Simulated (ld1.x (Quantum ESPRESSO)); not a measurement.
Reading a pseudo-wave (scandium (Sc))

Columns: radius, all-electron u(r) and pseudo u(r) of the 3s shell (level -54.71 eV) of scandium in the configuration [Ne] 3s2 3p6 3d1 4s2 4p0; LDA (PZ), scalar-relativistic, RRKJ scheme, ld1.x (Quantum ESPRESSO) 7.5.

| r (bohr) | all-electron | pseudo |
| --- | --- | --- |
| 0.080 | 0.1171 | 0.0093 |
| 0.160 | -0.4001 | 0.0357 |
| 0.240 | -0.5608 | 0.0923 |
| 0.320 | -0.4075 | 0.1857 |
| 0.400 | -0.1039 | 0.3138 |
| 0.480 | 0.2294 | 0.4674 |
| 0.560 | 0.5265 | 0.6313 |
| 0.640 | 0.7593 | 0.7881 |
| 0.720 | 0.9222 | 0.9214 |
| 0.800 | 1.0208 | 1.0192 |
| 0.880 | 1.0659 | 1.0752 |
| 0.960 | 1.0692 | 1.0895 |
| 1.040 | 1.0417 | 1.0674 |
| 1.120 | 0.9931 | 1.0175 |
| 1.200 | 0.9309 | 0.9496 |
| 1.280 | 0.8610 | 0.8727 |
| 1.360 | 0.7879 | 0.7937 |
| 1.440 | 0.7148 | 0.7167 |
| 1.520 | 0.6437 | 0.6440 |
| 1.600 | 0.5762 | 0.5762 |
| 1.680 | 0.5131 | 0.5131 |
| 1.760 | 0.4550 | 0.4550 |
| 1.840 | 0.4019 | 0.4019 |
| 1.920 | 0.3539 | 0.3539 |
| 2.000 | 0.3107 | 0.3107 |
| 2.080 | 0.2722 | 0.2722 |

(1) How many radial nodes do the two functions have?

(2) At about which radius was the pseudo-wave matched?

(3) Where does each function peak?

(4) Is the pseudo-wave norm-conserving?

Results:

(1) The all-electron 3s function has n − l − 1 = 2; the pseudo-wave has 0, since the states of the same l below it are removed with the core.

(2) 1.60 bohr, where the columns begin to agree (steps of 0.08 bohr).

(3) Outermost all-electron maximum near 0.96 bohr, pseudo maximum near 0.96 bohr (to the table’s step).

(4) Yes: the RRKJ scheme keeps the norm inside the radius equal to the all-electron one, which fixes the energy derivative of the logarithmic derivative at the level.
